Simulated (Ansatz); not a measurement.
`C[SiH2]CC=S`, relaxed with RKS PBE-D4/def2-SVP in Ansatz 0.2.0 from a rough embedded geometry. The force threshold is 0.03 eV/Å; the program also tests the step.

Charge 0, multiplicity 1.

Start:

```xyz
13

C     1.550    0.944   -0.162
Si   -0.216    0.947   -0.459
C    -1.063   -0.362    0.528
C    -0.703   -1.810    0.246
S    -1.652   -2.913   -0.465
H     2.051   -0.054   -0.475
H     2.084    1.698   -0.731
H     1.813    1.036    0.888
H    -0.492    0.733   -1.857
H    -0.753    2.278   -0.052
H    -0.891   -0.183    1.627
H    -2.192   -0.284    0.411
H     0.462   -2.031    0.502
```

(1) By how much does the energy fall, and how many steps does the optimiser take? (Best estimate.)

(2) Which bonds change most? (Estimate.)

(3) Give the relaxed structure. (An estimate is asked.)

## Answers

(1) The calculation gave: 11.18 kcal/mol, in 11 steps.

(2) The calculation gave: C4–H13 from 1.213 to 1.114 Å; C1–Si2 from 1.790 to 1.886 Å; Si2–C3 from 1.846 to 1.929 Å; Si2–H9 from 1.441 to 1.503 Å.

(3) The calculation gave: 
```xyz
13

C     1.610    0.833   -0.233
Si   -0.262    0.955   -0.425
C    -1.166   -0.381    0.633
C    -0.621   -1.720    0.310
S    -1.184   -2.745   -0.836
H     1.980   -0.149   -0.589
H     2.113    1.623   -0.827
H     1.916    0.957    0.826
H    -0.670    0.739   -1.856
H    -0.760    2.301    0.035
H    -1.004   -0.111    1.699
H    -2.241   -0.300    0.373
H     0.289   -2.001    0.889
```
